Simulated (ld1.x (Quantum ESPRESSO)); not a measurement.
**Before and after: PAW potential for nitrogen (N)**

```
Element                 : N
Generator               : ld1.x (Quantum ESPRESSO) 7.5
Type                    : PAW
Functional              : PBE
Relativity              : scalar-relativistic
Frozen core             : [He]
Valence charge          : 5
Reference configuration : 2s2 2p3
Partial waves           : 2s (bound): rcut 0.55, rcutus 0.75 bohr; 2s channel at 0.1 Ry: rcut 0.55, rcutus 0.75 bohr; 2p (bound): rcut 1.85, rcutus 2.00 bohr; 2p channel at 0.65 Ry: rcut 1.85, rcutus 2.00 bohr
Local potential         : all-electron potential smoothed inside 1.55 bohr (lloc = -1)
Core correction         : Bessel-smoothed model core, default radius (core density twice the valence density)
Augmentation charge     : PSQ, radius 0.55 bohr
```

All-electron outer shells of the reference configuration (PBE, scalar-relativistic, ld1.x):

```tsv
shell	level (eV)	outermost node (bohr)	outermost maximum (bohr)
1s	-384.72	–	0.15
2s	-18.58	0.32	1.02
2p	-7.09	–	0.98
```

Change: core correction Bessel-smoothed model core inside 0.72 bohr.

Cutoffs: the cutoffs (Ry, on a coarse ladder) from which the occupation-weighted sum of valence levels, in a spherical-Bessel basis at the reference potential, stays within 10 and 1 mRy of its value at 400 Ry; they do not see the model core or the augmentation charge, which bear on the density cutoff. Errors are all-electron minus pseudo energies relative to the spin-unpolarised reference configuration.

Question: What does the change do?

Answer: The potential gets neither clearly harder nor softer (60 Ry and 80 Ry → 60 Ry and 80 Ry); of the 7 tests that both files solve, the error grows in 0 and shrinks in 2 by more than 15 % and 0.3 meV (median size 4.7 → 3.3 meV); neither file shows a bound ghost. The default core radius of the base comes out at 0.41 bohr. A wider model core is smoother and lowers the density cutoff, which this test does not measure.

```csv
quantity,base,changed
"cutoff, loose",60 Ry,60 Ry
"cutoff, tight",80 Ry,80 Ry
bound ghosts,none,none
"error for 2s2 2p2, meV [ΔE 13.59 eV]",-3.1,-3.1
"error for 2s2 2p1, meV [ΔE 42.45 eV]",-16,-16
"error for 2s2 2p0, meV [ΔE 89.53 eV]",-4.7,-3.3
"error for 2s1 2p4, meV [ΔE 11.51 eV]",-0.6,-0.5
"error for 2s2 2p2.5, meV [ΔE 5.09 eV]",-0.6,-0.6
"error for 2s1 2p3, meV [ΔE 25.37 eV]",-4.8,-4.7
"error for 2s1 2p0, meV [ΔE 167.35 eV]",-23,-15
s: phases at 2.19 bohr within 0.05 rad from the reference energy up to (Ry; the scan ends near 5),to the end of the scan,to the end of the scan
p: phases at 2.19 bohr within 0.05 rad from the reference energy up to (Ry; the scan ends near 5),to the end of the scan,to the end of the scan
lowest overlap eigenvalue by channel,"s 0.68, p 0.52","s 0.68, p 0.52"
```
